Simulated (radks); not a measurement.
The numbers below are computed, except where a source is named.
The tungsten anion W- inside a hard spherical wall (all orbitals vanish at R), configuration held at [Xe] 4f14 5d5 6s2 and not refilled when levels cross. Level of theory: scalar-relativistic Kohn-Sham, PBEsol, spin-polarised, spherical densities, finite nucleus; open shells are filled with parallel spins first (spin-orbit coupling, left out, can overturn this in heavy ions); Fermi nuclear charge, rms radius 5.3658 fm (a radial shooting solver on a logarithmic mesh with Libxc functionals). Eigenvalues in eV for spin up, with the zero of energy where the potential of the charges vanishes at infinity; a dash marks a level that is unbound or too diffuse for the functional's potential to be trusted. A positive occupied level is held by the wall or, in an anion where self-interaction has pushed it up, behind a barrier. The pressure on the wall is -dE/dV.

R (bohr)  E (hartree)  kinetic (hartree)    e(5p)    e(4f)   e(6s)   e(5d)  e(7s, empty)  e(6p, empty)  pressure (GPa)
20        -16135.3929          17770.853  -36.383  -25.428  -0.587   1.355             -             -        0.000198
15        -16135.3924          17770.855  -36.300  -25.347  -0.515   1.436         3.019         2.659         0.00231
8         -16135.3687          17770.972  -35.135  -24.184   0.397   2.503         9.030         4.508           0.651
5         -16135.0736          17772.172  -29.894  -18.663   5.305   7.185        30.741        11.988            30.2
4         -16134.4511          17774.382  -24.219  -12.314  12.778  12.783        57.945        22.588             161
3.5       -16133.6549          17777.119  -19.427   -6.708  21.077  18.084        84.943        33.935             429
3         -16131.9268          17783.102  -11.925    2.291  37.202  27.179        132.08        55.038            1340
2.5       -16127.6227          17798.068    1.765   18.403  72.246  44.854        222.27        98.179            5130
2         -16114.7778          17841.229   32.808   51.075  159.01  85.384        417.96        198.15           26100
1.5       -16065.7709          17994.376   128.23   129.54  415.67  204.42        929.76        477.91          199000
